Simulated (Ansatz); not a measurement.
`CC=C=CCl` + `[OH][Ga]([OH])[OH]` → `C[O][Ga]([OH])[OH]` + `C=C=CCl`  (substitution at a C–C bond)

Computed with Ansatz on PBE0-D4/def2-TZVP structures; ΔE is electronic, products minus reactants. CCSD(T)/CBS is the MP2 limit (def2-TZVPP, def2-QZVPP) plus CCSD(T) − MP2 in def2-TZVPP, frozen cores. Functionals use def2-TZVPP. B3LYP here is the variant with VWN-RPA as its local correlation; programs differ in this. For Ga outer-core shells are correlated without core-valence functions, which leaves a few kJ/mol of doubt a bond. Scalar relativity is left out up to krypton. One conformer a species, not always the lowest.

`CC=C=CCl`:

```xyz
10

C     1.276    0.353   -0.959
C     0.326    0.689    0.146
C    -0.687   -0.043    0.507
C    -1.704   -0.770    0.856
Cl   -1.604   -2.018    2.057
H     1.269    1.137   -1.721
H     1.018   -0.595   -1.430
H     2.298    0.287   -0.575
H     0.502    1.619    0.687
H    -2.693   -0.659    0.431
```

`[OH][Ga]([OH])[OH]`:

Cartesian coordinates in Å:
```
O -0.253 1.443 1.000
Ga 0.000 0.000 0.000
O 1.523 -0.210 -0.886
O -1.270 -1.234 -0.114
H 0.494 2.045 0.991
H 1.556 -1.023 -1.394
H -2.050 -1.022 0.403
```

`C[O][Ga]([OH])[OH]`:

```xyz
10

C    -0.001    1.154    1.388
O     0.080   -0.202    1.004
Ga    0.012   -0.716   -0.685
O    -0.165    0.508   -1.958
O     0.119   -2.438   -1.102
H    -0.858    1.295    2.054
H     0.906    1.434    1.934
H    -0.112    1.837    0.539
H    -0.193    0.133   -2.841
H     0.212   -3.006   -0.333
```

`C=C=CCl`:

```xyz
7

C     0.911    0.967   -0.282
C     0.028    0.038   -0.076
C    -0.858   -0.891    0.113
Cl   -1.261   -1.499    1.681
H     0.633    2.017   -0.290
H     1.956    0.723   -0.451
H    -1.410   -1.354   -0.695
```

```tsv
level	ΔE (eV)
B3LYP	0.70
CCSD/def2-TZVPP	0.73
HF/def2-QZVPP	0.66
SCS-MP2/def2-QZVPP	0.78
```

Question: What does CCSD(T)/CBS give? (Best estimate.)

Answer: The calculation gave: +0.77 eV. The listed levels differ from it by -0.07, -0.04, -0.11, 0.01 eV.

Largest T1 diagnostic among the species: 0.014.

In def2-TZVPP, CCSD(T) changes the Hartree–Fock value by +0.08 eV (the triples alone add +0.01 eV) and MP2 by +0.16 eV.
